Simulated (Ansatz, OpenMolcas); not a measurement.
## A ladder of methods for CH5BClNO (SMILES NB(Cl)CO)

CH5BClNO has 10 atoms, charge 0, and is taken as a singlet. As SMILES, `NB(Cl)CO`. The coordinates come from a PBE0-D4/def2-TZVP relaxation. This is a higher conformer, about 10 kJ/mol above the lowest found by a separate search.

Quantity: the vertical ionisation energy (to the doublet cation), in eV. The values are calculated.

| level | kind | program | value (eV) | less CCSD(T)/6-31G* | CPU time (all runs) |
| --- | --- | --- | --- | --- | --- |
| HF/6-31G* (spherical functions) | Hartree–Fock | Ansatz | 9.18 | -0.62 | 7.8 s |
| PBE/6-31G* (spherical functions) | GGA | Ansatz | 9.13 | -0.67 | 23 s |
| TPSS/6-31G* (spherical functions) | meta-GGA | OpenMolcas | 9.19 | -0.61 | 2.9 min |
| B3LYP/6-31G* (spherical functions) | global hybrid | OpenMolcas | 9.63 | -0.17 | 2.3 min |
| HSE06/6-31G* (spherical functions) | range-separated hybrid | Ansatz | 9.70 | -0.10 | 26 s |
| B2PLYP/6-31G* (spherical functions) | double hybrid | Ansatz | 9.90 | +0.10 | 32 s |
| RPA@PBE0/6-31G* (spherical functions) | RPA | Ansatz | 9.58 | -0.22 | 41 s |
| CCSD(T)/6-31G* (spherical functions), open shells restricted | coupled cluster or CI | OpenMolcas | 9.80 | 0.00 | 3.3 min |

CCSD(T)/6-31G* (spherical functions), open shells restricted is the highest level here, not the true value. The values span 9.13 to 9.90 eV. CPU times are rough (shared hosts, several kinds of processor and program).
